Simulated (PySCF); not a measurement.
Structure from 2D NMR

Compound of formula C$_{8}$H$_{10}$NP. Correlations simulated from computed shifts and the bond graph:

HSQC (one-bond C–H):
```
  δH     δC
8.56  159.1
7.17  133.5
6.10  143.8
6.06  143.8
1.89   26.9
```

COSY cross peaks (H two or three bonds apart, from the bond graph; peaks can be absent where the dihedral angle is near 90°):
```
  δH    δH
8.56  7.17
6.10  6.06
```

HMBC (two and three bonds, from the bond graph):
```
  δH                                δC
8.56               159.6, 159.1, 133.5
7.17               159.6, 159.1, 133.5
6.10                       155.8, 26.9
6.06                       155.8, 26.9
4.62  159.6, 155.8, 143.8, 133.5, 26.9
1.89                      155.8, 143.8
```

Carbons without hydrogens: δ 159.6, 155.8.

[PySCF 2.14.0 with density-fitted response routines: PBE0-D3(BJ)/def2-SVP geometry; shieldings: GIAO CAM-B3LYP/pcSseg-1; single conformer; gas phase; averaged over atoms made equivalent by symmetry, fast rotation or ring inversion; non-relativistic]

References, each an isolated molecule treated in the same way: 1H, 13C vs TMS.

Exchangeable hydrogens are left out of these lists.

Q: Which molecule is this?

A: `C=C(C)Pc1ccncc1`.

Mapped SMILES: `[CH2:1]=[C:2]([CH3:3])[PH:4][c:5]1[cH:6][cH:7][n:8][cH:9][cH:10]1` (H(Xn): hydrogen on atom n). Ha(C1) is cis to C3; Hb(C1) is trans to C3.

δC 159.6 is C5, a substituted aromatic carbon. δC 159.1 is C7/C9, an aromatic CH next to a ring nitrogen (δH 8.56). δC 155.8 is C2, a fully substituted alkene carbon. δC 143.8 is C1, a terminal =CH2 carbon (δH 6.06, 6.10). δC 133.5 is C6/C10, an aromatic CH (δH 7.17). δC 26.9 is C3, an allylic methyl carbon (δH 1.89). HMBC from δH 8.56 reaches the proton-free carbon C5. HMBC from δH 7.17 reaches the proton-free carbon C5. HMBC from δH 6.10 reaches the proton-free carbon C2. HMBC from δH 6.06 reaches the proton-free carbon C2. COSY links 8.56–7.17, 6.10–6.06.

The shifts were computed for this structure.

Shifts are as computed, not scaled to solution data. Of 1313 compounds with measured shifts, 239 miss one by over three times the rms of a fit or turn the order of signals round; such compounds aren't used in these exercises.
